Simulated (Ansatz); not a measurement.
Spin states of SbF₃ (the lowest singlet isomer of a short search), each relaxed with B3LYP-D4/def2-TZVP in Ansatz. Electronic energies in the gas phase.

In the def2 sets Sb takes a core potential; there is no spin–orbit coupling. LC-ωPBE has ω = 0.4 bohr⁻¹. HSE06 is defined as in plane-wave codes, on full-range PBE exchange. Correlated methods freeze 7 core orbitals; core or outer-core shells of Sb are correlated, in sets that lack core-valence functions. In the quintet geometry the species has come apart into loosely held pieces. The structure comes from a short search, and lower isomers may exist.

Singlet geometry (C3v within 0.1 Å):

```xyz
4

Sb    0.3079    0.1950    0.6535
F    -1.5214   -0.3097    0.5235
F     0.2544    1.3948   -0.8215
F     0.9592   -1.2801   -0.3556
```

Triplet geometry (Cs within 0.1 Å):

```
atom    x (Å)    y (Å)    z (Å)
 Sb1  -0.1325   0.6743  -0.2798
  F2  -0.8573   0.6622   1.4857
  F3  -0.6123  -1.0756  -1.0603
  F4   1.6021  -0.2608  -0.1456
```

Quintet geometry (Cs within 0.1 Å):

```csv
atom,x (Å),y (Å),z (Å)
Sb1,0.8555,1.3200,-0.7096
F2,0.9539,-0.9165,1.3850
F3,-1.9066,0.1170,-0.1397
F4,0.0972,-0.5205,-0.5357
```

⟨S²⟩: triplet 2.01 at PBE0-D4/def2-TZVP (pure 2.00), quintet 6.01 at PBE0-D4/def2-TZVP (pure 6.00).

Only these spin states were relaxed. The quintet has fallen apart into loose fragments. The quintet has other bonds than the singlet, so the gap mixes isomer and spin.

```json
{"level": "HSE06-D4/def2-TZVP", "triplet − singlet (kJ/mol)": "505.9", "quintet − singlet (kJ/mol)": "884.6", "lowest of these": "singlet"}
{"level": "PBE-QIDH/def2-TZVP", "triplet − singlet (kJ/mol)": "531.8", "quintet − singlet (kJ/mol)": "902.1", "lowest of these": "singlet"}
{"level": "RPA@PBE/def2-TZVP", "triplet − singlet (kJ/mol)": "506.1", "quintet − singlet (kJ/mol)": "857.1", "lowest of these": "singlet"}
{"level": "MP2/def2-TZVP", "triplet − singlet (kJ/mol)": "554.3", "quintet − singlet (kJ/mol)": "969.5", "lowest of these": "singlet"}
```

Task: Estimate the rows for HF/def2-TZVP, r2SCAN-D4/def2-TZVP, PBE0-D4/def2-TZVP, LC-ωPBE/def2-TZVP.

Result: 
```csv
level,triplet − singlet (kJ/mol),quintet − singlet (kJ/mol),lowest of these
HF/def2-TZVP,499.6,609.6,singlet
r2SCAN-D4/def2-TZVP,496.3,884.7,singlet
PBE0-D4/def2-TZVP,507.3,885.3,singlet
LC-ωPBE/def2-TZVP,516.0,919.0,singlet
```
